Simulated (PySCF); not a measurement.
Electronic structure of Tl (thallium, neutral) at the UHF level

Configuration: [Xe] 4f14 5d10 6s2 6p1, 2P determinant. All numbers are calculated (PySCF 2.14, scalar relativity through the core potential, in def2-TZVP with the def2 core potential (60 electrons) (6s5p3d2f, 50 functions)).

| Quantity | Value |
| --- | --- |
| Total energy | -171.514999 hartree |
| One-electron energy | -301.4429 hartree |
| Hartree (Coulomb) energy | 143.8955 hartree |
| Exchange energy | -13.9676 hartree |
| ⟨S²⟩ | 0.7590 |
| ⟨L²⟩ | 2.025 |
| Sum of ⟨r⟩ | 30.97 bohr |
| Sum of ⟨r²⟩ | 63.49 bohr² |
| Traceless quadrupole moment −½Σ⟨3z² − r²⟩ along its main axis | -6.97 e·bohr² |
| Time after the integrals | 0.37 s of wall time on 1 thread of Neoverse-N1 (shared host) |

```
shell  electrons  mean orbital energy (eV)  spread (eV)  rms radius, mean of both spins (bohr)
 5s α          1                   -153.56            0                                  0.952
 5s β          1                   -153.55            0                                  0.952
 5p β          3                   -94.366        0.303                                   1.09
 5p α          3                   -94.356        0.145                                   1.09
 5d α          5                   -22.904        0.276                                   1.49
 5d β          5                   -22.847        0.417                                   1.49
 6s α          1                   -12.880            0                                   2.77
 6s β          1                   -11.501            0                                   2.77
 6p α          1                    -5.231            0                                   4.12
```

Energies and moments cover only the electrons outside the core potential. Spin-orbit coupling, absent here, splits the open shell strongly.
